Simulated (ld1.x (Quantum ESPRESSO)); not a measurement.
What one change does to a pseudopotential (Al, PAW)

| Item | Value |
| --- | --- |
| Element | aluminium |
| Generator | ld1.x (Quantum ESPRESSO) 7.5 |
| Type | PAW |
| Functional | PBE |
| Relativity | scalar-relativistic |
| Frozen core | [Ne] |
| Valence charge | 3 |
| Reference configuration | 3s1.5 3p1.5 |
| Partial waves | 3s (bound): rcut 1.85, rcutus 2.35 bohr; 3s channel at 3 Ry: rcut 1.85, rcutus 2.35 bohr; 3p (bound): rcut 2.15, rcutus 2.95 bohr; 3p channel at 4.95 Ry: rcut 2.15, rcutus 2.95 bohr; 3d channel at 0.25 Ry: rcut 2.00, rcutus 2.75 bohr; 3d channel at 2.8 Ry: rcut 2.00, rcutus 2.75 bohr |
| Local potential | all-electron potential smoothed inside 2.70 bohr (lloc = -1) |
| Core correction | a·sin(br)/r model core inside 2.40 bohr |
| Augmentation charge | PSQ, inside the norm-conserving radii |

Change: core [He], valence charge 11; reference 2s2 2p6 3s2 3p1; waves now 2s (bound): rcut 1.10, rcutus 1.30 bohr; 3s (bound): rcut 1.10, rcutus 1.30 bohr; 2p (bound): rcut 0.90, rcutus 1.05 bohr; 3p (bound): rcut 0.90, rcutus 1.05 bohr; 3d channel at 0.25 Ry: rcut 0.90, rcutus 1.20 bohr; 3d channel at 2.8 Ry: rcut 0.90, rcutus 1.20 bohr; local potential all-electron potential smoothed inside 1.00 bohr (lloc = -2); core correction Bessel-smoothed model core inside 0.55 bohr.

Cutoffs: the cutoffs (Ry, on a coarse ladder) from which the occupation-weighted sum of valence levels, in a spherical-Bessel basis at the reference potential, stays within 10 and 1 mRy of its value at 400 Ry; they do not see the model core or the augmentation charge, which bear on the density cutoff. Errors are all-electron minus pseudo energies relative to the spin-unpolarised reference configuration.

Problem. What does the change do?

Solution. The potential gets harder (6 Ry and 8 Ry → 100 Ry and 140 Ry); the number of tests with a reliable result goes from 7 to 0 (the test run of the changed file stopped, so its transferability is not established); neither file shows a bound ghost. The added semicore shells are compact, so their waves need more plane waves. Several settings change at once here, so the effects cannot be laid on one of them.

```csv
quantity,base,changed
"cutoff, loose",6 Ry,100 Ry
"cutoff, tight",8 Ry,140 Ry
loose cutoff by channel (10 mRy a level),"s 6 Ry, p 6 Ry","s 50 Ry, p 90 Ry"
bound ghosts,none,none
tests with a reliable result,7 of 7,0 of 7 (the test run stopped)
lowest overlap eigenvalue by channel,"s 0.72, p 0.91, d 0.77","s 0.11, p 0.17, d 0.97"
```
